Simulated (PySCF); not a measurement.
ClH3O3Ti, multiplicity 1. Atoms are numbered in the order given.

```xyz
8

Ti     0.0000     0.0000     0.3134
Cl     0.0000     0.0000    -1.9168
O     -1.6294     0.3917     0.9075
H     -1.9900     1.1950     1.3035
O      1.1539     1.2153     0.9075
H      2.0299     1.1259     1.3035
O      0.4755    -1.6069     0.9075
H     -0.0399    -2.3209     1.3035
```

Coordinates come from a r2SCAN-D4/def2-SVP optimisation. The multiplicity is an assumed one; no other spin state was optimised. The structure was generated by enumeration; whether it is a known compound was not checked. One conformer was computed; it need not be the lowest.

Method: PBE/def2-TZVP (PySCF).

ESP charges are fitted to the potential on shells at 1.4 to 2.0 van der Waals radii. Atomic charges (e):

| atom | Mulliken | ESP fit | meta-Löwdin | Löwdin |
|---|---|---|---|---|
| Ti1 | 1.24 | 1.02 | 1.27 | ? |
| Cl2 | -0.37 | -0.29 | -0.41 | ? |
| O3 | -0.62 | -0.70 | -0.65 | ? |
| H4 | 0.33 | 0.46 | 0.36 | ? |
| O5 | -0.62 | -0.70 | -0.65 | ? |
| H6 | 0.33 | 0.46 | 0.36 | ? |
| O7 | -0.62 | -0.70 | -0.65 | ? |
| H8 | 0.33 | 0.46 | 0.36 | ? |

Problem. What belongs in the gaps? (An estimate is asked for; the answer gives what the named calculation found.)

Solution. 
- Ti1, Löwdin: -0.02
- Cl2, Löwdin: 0.09
- O3, Löwdin: -0.20
- H4, Löwdin: 0.18
- O5, Löwdin: -0.20
- H6, Löwdin: 0.18
- O7, Löwdin: -0.20
- H8, Löwdin: 0.18
